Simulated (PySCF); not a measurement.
## `[C@@H]1(OC=O)[C@H](C)O1`, C4H6O3

Geometry (Å), atoms numbered from 1 in this order:
```xyz
13

C    -1.7823    0.1801    0.7284
C    -1.0700   -0.0862   -0.5698
O    -0.4435   -1.3383   -0.7413
C     0.3865   -0.2462   -0.6221
O     1.1080   -0.1527    0.5811
C     2.4055    0.1203    0.5044
O     3.0375    0.3386   -0.4826
H    -1.8921    1.2525    0.8708
H    -2.7686   -0.2772    0.7098
H    -1.2141   -0.2366    1.5552
H    -1.5612    0.2853   -1.4666
H     0.9769    0.0309   -1.4917
H     2.8129    0.1299    1.5281
```

Computed, not measured: GIAO X3LYP/6-31G* magnetisability, rotational g tensor and spin-rotation constants, non-relativistic, gas phase in PySCF. Geometry: GFN2-xTB.

(1) How diamagnetic is it, and how anisotropic?

(2) Split it along the inertial axes a, b, c into diamagnetic and paramagnetic parts about the centre of mass, with the quadrupole moment.

(3) And the rotational g tensor?

Results:

(1) Isotropic -948 × 10⁻³⁰ J/T², or -57.1 × 10⁻⁶ cm³/mol; principal values -1014, -993, -837 × 10⁻³⁰ J/T², anisotropy 167 × 10⁻³⁰ J/T² (root of half the summed squared differences of the principal values). The susceptibility is in cgs units.

(2) 
```csv
axis,χ (10⁻⁶ cm³/mol),diamagnetic (10⁻⁶ cm³/mol),paramagnetic (10⁻⁶ cm³/mol),summed x² of all electrons (Å²),quadrupole Θ (D Å)
a,-50.7,-255.6,204.8,168.9,-2.33
b,-61.0,-800.8,739.8,40.4,+1.16
c,-59.6,-888.1,828.5,19.8,+1.17
```
Anisotropies 2χaa − χbb − χcc = +19.1 and 2χbb − χaa − χcc = -11.6 × 10⁻⁶ cm³/mol. Θ is traceless in Buckingham's convention.

(3) 
| axis | rotational constant (GHz) | g | nuclear part | electronic part |
| --- | --- | --- | --- | --- |
| a | 6.9185 | -0.0647 | 0.6011 | -0.6658 |
| b | 1.6277 | -0.0090 | 0.5568 | -0.5657 |
| c | 1.4593 | -0.0090 | 0.5590 | -0.5680 |

Asymmetric top; isotopes 12C, 1H, 16O; no vibrational averaging.
